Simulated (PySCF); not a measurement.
**Si³⁺ (silicon, charge +3) across methods**

[Ne] 3s1, 2S determinant. All numbers are calculated (PySCF 2.14, the spin-free X2C one-electron Hamiltonian (Gaussian nucleus), in aug-cc-pCVTZ-DK).

```csv
method,E (hartree),mean ε 2p α (eV),mean ε 2p β (eV),mean ε 3s α (eV),Σ⟨r²⟩ (bohr²),⟨S²⟩
wB97X-V,-287.8177,-139.23,-138.97,-43.924,6.843,0.750
r2SCAN,-287.8334,-134.09,-133.80,-40.608,6.828,0.750
B97-3,-287.8253,-137.87,-137.60,-41.596,6.798,0.750
LDA,-286.6815,-132.14,-131.84,-40.505,6.801,0.750
CAM-B3LYP,-287.8602,-138.52,-138.23,-43.215,6.794,0.750
PBE,-287.7089,-132.08,-131.75,-40.386,6.812,0.750
UHF,-287.42098,-152.22,-151.82,-44.760,6.869,0.750
PBE0,-287.7357,-137.44,-137.10,-41.599,6.816,0.750
M06,-287.8505,-137.96,-137.73,-41.444,6.756,0.750
```
